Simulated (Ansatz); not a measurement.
Computed with Ansatz on PBE0-D4/def2-TZVP structures; ΔE is electronic, products minus reactants. CCSD(T)/CBS adds triple-zeta CCSD(T) − MP2 to the extrapolated MP2 energy (def2 sets, frozen cores). This one scheme is used for every species. DFT in def2-TZVPP. B3LYP here is the variant with VWN-RPA as its local correlation; programs differ in this. For Ge outer-core shells are correlated without core-valence functions, which leaves a few kJ/mol of doubt a bond. Scalar relativity is left out up to krypton. Each species was taken in one conformer, which may not be the lowest.

Reaction (formal hydrolysis of a C–C bond): `C[C]1(F)[CH2][GeH2]1` + H₂O → `O[C]1(F)[CH2][GeH2]1` + CH₄

| level | ΔE (kJ/mol) | difference from CCSD(T)/CBS |
| --- | --- | --- |
| PBE-D4 | 6.4 | -16.8 |
| B3LYP-D4 | 8.3 | -14.9 |
| ωB97X-V | 9.7 | -13.5 |
| r2SCAN | 5.0 | -18.2 |
| PBE0 | 8.8 | -14.4 |
| B3LYP | 3.7 | -19.5 |
| CCSD/def2-TZVPP | 18.2 | -5.0 |
| SCS-MP2/def2-QZVPP | 23.3 | 0.1 |
| HF/CBS(def2) | 9.0 | -14.2 |
| CCSD/CBS(def2) | 23.7 | 0.5 |
| CCSD(T)/CBS | 23.2 | 0 |

Largest T1 diagnostic among the species: 0.012.

The D4 term adds +4.6 kJ/mol with B3LYP and +2.6 kJ/mol with PBE0; it sums over pairs of atoms, weighted by their polarisabilities, and B3LYP, whose exchange is more repulsive, gets the larger term. In def2-TZVPP, CCSD(T) changes the Hartree–Fock value by +9.9 kJ/mol (the triples alone add −0.4 kJ/mol) and MP2 by +15.7 kJ/mol. From PBE to PBE0 (25 % exact exchange), in def2-TZVPP and without D4, ΔE moves by +5.3 kJ/mol.
